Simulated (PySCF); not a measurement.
## Bromine: a sound run and one with changed settings

Sound run: Br [Ar] 3d10 4s2 4p5, Br+ [Ar] 3d10 4s2 4p4. Computed with PySCF 2.14 in x2c-TZVPall (6s5p4d1f, 48 functions), with scalar relativity by spin-free X2C-1e. In the sound run the correlated levels freeze [Ar] 3d10. The sound run starts from symmetry-adapted Hartree-Fock orbitals and uses a fine grid where one is needed.

Changed run: initial guess 1e, at most 50 SCF cycles, level shift 0.1 hartree.

| species | method | sound run (hartree) | changed run (hartree) | converged |
| --- | --- | --- | --- | --- |
| Br | UHF | -2604.41488 | -2604.41488 | yes |
| Br | MN15 | -2607.79931 | -2607.79931 | yes |
| Br | B3LYP | -2606.24935 | -2606.24935 | yes |
| Br | MP2 | -2604.54894 | -2604.53964 | yes |
| Br | CCSD(T) | -2604.57259 | -2604.57259 | yes |
| Br+ | UHF | -2604.02086 | -2604.02086 | yes |
| Br+ | MN15 | -2607.36932 | -2607.36932 | yes |
| Br+ | B3LYP | -2605.81140 | -2605.81140 | yes |
| Br+ | MP2 | -2604.12488 | -2604.11797 | yes |
| Br+ | CCSD(T) | -2604.14721 | -2604.14721 | yes |

Ionisation energy of Br:

```csv
method,sound run (eV),changed run (eV)
UHF,10.722,10.722
MN15,11.701,11.701
B3LYP,11.917,11.917
MP2,11.539,11.474
SCS-MP2,11.537,11.474
CCSD,11.541,11.541
CCSD(T),11.575,11.575
```

A level shift leaves the converged SCF energy unchanged but raises the virtual orbital energies, which shrinks MP2 if it is not removed.

For comparison, NIST gives 11.814 eV between the lowest levels.
